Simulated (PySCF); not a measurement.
Isomers of C8H14ClF, one GFN2-xTB conformer each. Single-point energies are computed at PBE0/pcSseg-1 (PySCF, gas phase, no added dispersion term), electronic only.

Task: Rank them by PBE0/pcSseg-1 energy, lowest first (kcal/mol).
A. `[F:1][C@@H:2]1[CH2:3][CH2:4][CH2:5][CH2:6][CH2:7][C@H:8]([Cl:9])[CH2:10]1` with F1–C2–C3–C4 171°, C2–C3–C4–C5 68°, C3–C4–C5–C6 -102°, C4–C5–C6–C7 43°
B. `[CH3:1][C@@H:2]1[CH2:3][C@@H:4]([Cl:5])[CH2:6][C@@H:7]([CH2:8][F:9])[CH2:10]1` with C6–C7–C8–F9 -173°, C1–C2–C3–C4 -72°, C2–C3–C4–Cl5 -178°, C3–C4–C6–C7 59°, C4–C6–C7–C8 180°

Result: B (0.0), A (7.2).

GFN2-xTB itself gives, in the same order: 0.0, 9.5. Both levels put the same isomer lowest.

Task: Which frontier levels, dipoles and rotational constants go with these structures?

Result: 
```json
{"SMILES": "C[C@@H]1C[C@@H](Cl)C[C@@H](CF)C1", "HOMO (eV, PBE0/pcSseg-1)": "-8.23", "LUMO (eV)": "0.70", "dipole (D)": "0.89", "A, B, C (MHz)": "1594, 685.4, 522.7"}
{"SMILES": "F[C@@H]1CCCCC[C@H](Cl)C1", "HOMO (eV, PBE0/pcSseg-1)": "-8.34", "LUMO (eV)": "0.83", "dipole (D)": "2.49", "A, B, C (MHz)": "1412, 878.5, 616.4"}
```
